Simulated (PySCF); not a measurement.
# `[BH3-][C@H](C=O)[C@H](C)C#N`, [C5H9BNO]-, charge -1

Geometry (Å), atoms numbered from 1 in this order:
```xyz
17

B    -0.573   -1.609    0.674
C    -0.263    0.099    0.671
C    -1.557    0.648    0.993
O    -2.380    1.126    0.226
C     0.263    0.600   -0.680
C     1.467   -0.180   -1.212
C     0.627    1.981   -0.522
N     0.957    3.069   -0.354
H    -1.138   -1.907   -0.347
H    -1.249   -1.884    1.634
H     0.501   -2.154    0.765
H     0.457    0.262    1.473
H    -1.826    0.545    2.070
H    -0.569    0.539   -1.392
H     2.295   -0.122   -0.508
H     1.184   -1.221   -1.328
H     1.796    0.220   -2.173
```

Total charge -1.

Theory: TDDFT CAM-B3LYP/def2-SVPD circular dichroism and optical rotation, one conformer, gas phase in PySCF. Geometry: GFN2-xTB.

The molecule is flexible and this is one conformer; a measurement averages over conformers. For a gas-phase anion, states above the detachment energy (about 4.4 eV, taken as minus the energy of the highest occupied orbital) lie in the continuum and depend on the basis.

Stereocentres: C2 S, C5 S.

Question: Give the optical rotatory dispersion at 633, 589.3, 546, 436, 405, 365, 355 nm.

Answer: [α] in deg dm⁻¹ (g/mL)⁻¹:
```tsv
λ (nm)	origin-invariant length gauge	modified velocity gauge	length gauge (centre of mass)	isotropic polarisability (au)
633	-262.5	-279.3	-265.8	96.1
589.3	-321.7	-341.6	-325.6	96.5
546	-404.6	-428.4	-409.2	97.1
436	-882.1	-924.9	-890.3	99.4
405	-1198.0	-1250.7	-1207.9	100.4
365	-1977.1	-2049.9	-1990.5	102.3
355	-2303.1	-2383.0	-2317.6	102.9
```

Question: And for the mirror image at 589.3 nm?

Answer: +321.7 deg dm⁻¹ (g/mL)⁻¹ (origin-invariant length gauge): the same size and the opposite sign.

Question: What is the molar rotation [Φ] = [α]·M/100 of the geometry above at 589.3 nm?

Answer: With M = 109.94 g/mol, -353.7 deg cm² dmol⁻¹ (origin-invariant length gauge).

The first excitation lies at 4.75 eV (261 nm) with R = -44.2 × 10⁻⁴⁰ esu² cm² (velocity form).
